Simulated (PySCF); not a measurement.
How methods differ on the excitation energy of As

As [Ar] 3d10 4s2 4p3 (4S) → As [Ar] 3d10 4s1 4p3 5s1 (6S), as a difference of total energies. Computed with PySCF 2.14 in aug-cc-pwCVDZ-PP with ECP10MDF (6s5p4d1f, 48 functions), with scalar relativity through the core potential. Correlated levels: valence: 3s2 3p6 3d10 frozen; valence and next inner shell: nothing frozen outside the core potential. The calculations carry no spin-orbit coupling.

| method | excitation energy (eV) |
| --- | --- |
| UHF | 11.155 |
| LDA | 13.788 |
| PBE | 13.523 |
| PBE0 | 13.238 |
| r2SCAN | 13.157 |
| TPSS | 13.402 |
| PW91 | 13.533 |
| wB97M-V | 13.282 |
| r2SCAN0 | 12.969 |
| MP2 (valence) | 12.172 |
| SCS-MP2 (valence) | 12.540 |
| MP2 (valence and next inner shell) | 12.672 |
| SCS-MP2 (valence and next inner shell) | 12.932 |

**Question.** How much does correlation contribute at MP2 (valence and next inner shell)?

**Answer.** 12.672 − (11.155) = 1.517 eV, measured against UHF.

The upper state lies above the first ionisation limit, but in LS coupling its spin forbids autoionisation to the ground ion. A Rydberg-like electron needs more diffuse functions than a valence basis has.

The promoted electron is Rydberg-like, and one or two diffuse shells describe it only roughly, which tends to raise the upper state.
